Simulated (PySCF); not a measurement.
## Polarisability and C₆ of C²⁺ (carbon, charge +2)

[He] 2s2, closed-shell 1S. Computed with PySCF 2.14 in an uncontracted even-tempered set (18 s from 0.12 bohr⁻², ratio 2.2; 9 p from 0.23 bohr⁻², ratio 2.4; 6 d from 0.7 bohr⁻², ratio 2.4; 6 f from 1.1 bohr⁻², ratio 2.4; 5 g from 1.6 bohr⁻², ratio 2.4), with no relativity, point nucleus. Coupled (time-dependent) response in atomic units; α is the mean over directions.

| method | mean α (bohr³) | C₆ (like pair) | S(−4) |
| --- | --- | --- | --- |
| UHF | 4.496 | 7.082 | 23.11 |
| PBE0 | 4.263 | 6.589 | 20.57 |

S(−4) is the Cauchy moment in α(ω) = α(0) + S(−4) ω² + …

α(iu) at UHF:

```tsv
u (hartree)	α(iu) (bohr³)
0	4.496
0.0500	4.439
0.100	4.277
0.200	3.738
0.300	3.104
0.500	2.054
0.750	1.288
1.00	0.8783
1.50	0.4893
2.00	0.3159
3.00	0.1668
5.00	0.07315
```

For an ion, C₆ is the dispersion term alone; charge-induced terms of lower order in 1/R come first.
